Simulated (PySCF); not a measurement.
# Relaxation of singlet YbH2

These are results of PBE0/[Yb def2-TZVP with ECP28, H def2-TZVP], scalar-relativistic core potentials, density fitting, no spin–orbit coupling, PySCF, not measurements. A (50,194) grid was used.

A hand-made bent start, of C2v symmetry, held to at least that symmetry:

Coordinates in bohr (charge 0 multiplicity 1):
```
Yb    0.0000    0.0000   -0.0251
H     3.1269    0.0000    2.1644
H    -3.1269    0.0000    2.1644
```

At each step, columns x, y, z (Å) and Fx, Fy, Fz (eV/Å):

```
step 0  E − E(last) = 5.94 kJ/mol
Yb   0.000   0.000  -0.013   0.000   0.000   0.087
H    1.655   0.000   1.145   0.252   0.000  -0.044
H   -1.655   0.000   1.145  -0.252   0.000  -0.044
step 1  E − E(last) = 3.57 kJ/mol
Yb   0.000   0.000   0.022   0.000   0.000   0.060
H    1.701   0.000   1.128   0.196   0.000  -0.030
H   -1.701   0.000   1.128  -0.196   0.000  -0.030
step 2  E − E(last) = 0.26 kJ/mol
Yb   0.000   0.000   0.114   0.000   0.000   0.072
H    1.825   0.000   1.082   0.007   0.000  -0.036
H   -1.825   0.000   1.082  -0.007   0.000  -0.036
step 3  E − E(last) = 0.07 kJ/mol
Yb   0.000   0.000   0.140   0.000   0.000   0.072
H    1.857   0.000   1.068  -0.038   0.000  -0.036
H   -1.857   0.000   1.068   0.038   0.000  -0.036
step 4  E − E(last) = 0.04 kJ/mol
Yb   0.000   0.000   0.147   0.000   0.000   0.054
H    1.862   0.000   1.065  -0.033   0.000  -0.027
H   -1.862   0.000   1.065   0.033   0.000  -0.027
step 5  E − E(last) = 0.00 kJ/mol
Yb   0.000   0.000   0.158   0.000   0.000   0.007
H    1.865   0.000   1.060  -0.007   0.000  -0.004
H   -1.865   0.000   1.060   0.007   0.000  -0.004
step 6  E − E(last) = 0.00 kJ/mol
Yb   0.000   0.000   0.158   0.000   0.000   0.000
H    1.864   0.000   1.060  -0.001   0.000   0.000
H   -1.864   0.000   1.060   0.001   0.000   0.000
```

It ends at C2v with Yb–H 2.070 Å (×2); H–Yb–H 128.4°. A frequency run shows a minimum. Other isomers or separated fragments may lie lower.
